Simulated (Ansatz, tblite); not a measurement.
Cost and result up the ladder for [WO3Cl]- (WClO3⁻) (5 atoms). The state is a singlet with charge -1. Geometry: r2SCAN-D4/def2-SVPD.

Cartesian coordinates in Å:
```
W 0.026 -0.102 0.039
O -1.379 -0.833 0.791
O 0.562 -1.129 -1.276
O 1.309 0.010 1.227
Cl -0.518 2.055 -0.780
```

Ansatz on 4 threads of Arm Neoverse V1 on a shared host; xTB runs through tblite on one thread. Times are rough, summed over both states, and most runs start from the orbitals of an earlier one. No level here is sound enough to serve as a yardstick. The other state is a triplet.

In the def2 sets W takes a core potential; there is no spin–orbit coupling. The xTB rows come from tblite. HOMO above LUMO, or a gap near zero within one spin, warns that the state may not be the lowest or that an electron is smeared out.

xTB has no spin-polarisation term.

```json
{"level": "GFN1-xTB", "functions": "30", "wall time": "0.008 s"}
{"level": "GFN2-xTB", "functions": "30", "wall time": "0.011 s"}
{"level": "PBE-D4/def2-TZVPD (with forces)", "functions": "209", "wall time": "16 s"}
{"level": "r2SCAN-D4/def2-TZVPD", "functions": "209", "wall time": "36 s"}
```

**Question.** Estimate what each level gives for the vertical triplet (eV).

**Answer.** 
```tsv
level	vertical triplet (eV)	remarks
GFN1-xTB	5.98	–
GFN2-xTB	4.45	–
PBE-D4/def2-TZVPD (with forces)	4.72	HOMO above zero (triplet), gap within one spin near zero (triplet)
r2SCAN-D4/def2-TZVPD	4.75	HOMO above zero (triplet)
```
